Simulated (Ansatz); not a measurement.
BH₆NSi₂ (`[SiH3][SiH]1BN1`), 10 atoms. Charge 0, multiplicity 1. All runs use 2 threads of an Arm Neoverse V1 on a shared host. Correlated methods freeze the cores.

(1) How many basis functions does each run have, and how long does it take in Ansatz? RHF-CCSD(T)/def2-SVP energy; RKS PBE0-D4/def2-QZVPP energy; RKS BHLYP-D4/def2-TZVPP energy; RHF-MP2/def2-QZVPP energy; RKS CAM-B3LYP-D4/def2-TZVPP energy; RKS PBE0-D4/def2-SVP energy; RKS r2SCAN0-D4/def2-TZVPP energy; RKS PBE0-D4/def2-TZVP frequencies; RKS ωB97M-V/def2-QZVPP energy; RHF-CCSD(T)/def2-TZVPP energy; RKS PBE0-D4/def2-TZVP relaxation (10 steps); RKS r2SCANh-D4/def2-TZVPP energy. (An estimate is asked.)

Results:

(1) Computed: Other jobs shared the machine, so times are rough.

```
                      level                    job  functions  wall time  peak host memory (GiB)
       RKS PBE0-D4/def2-SVP                 energy         94      1.7 s                    0.41
       RHF-CCSD(T)/def2-SVP                 energy         94      3.7 s                    0.41
    RKS BHLYP-D4/def2-TZVPP                 energy        230      4.3 s                    0.51
RKS CAM-B3LYP-D4/def2-TZVPP                 energy        230      5.5 s                    0.57
  RKS r2SCANh-D4/def2-TZVPP                 energy        230        7 s                    0.52
  RKS r2SCAN0-D4/def2-TZVPP                 energy        230        8 s                    0.52
     RKS PBE0-D4/def2-QZVPP                 energy        434       14 s                     1.2
         RHF-MP2/def2-QZVPP                 energy        434       31 s                     2.2
     RKS ωB97M-V/def2-QZVPP                 energy        434       33 s                     1.5
      RKS PBE0-D4/def2-TZVP  relaxation (10 steps)        172       45 s                    0.39
     RHF-CCSD(T)/def2-TZVPP                 energy        230      110 s                     3.7
      RKS PBE0-D4/def2-TZVP            frequencies        172    3.1 min                    0.41
```
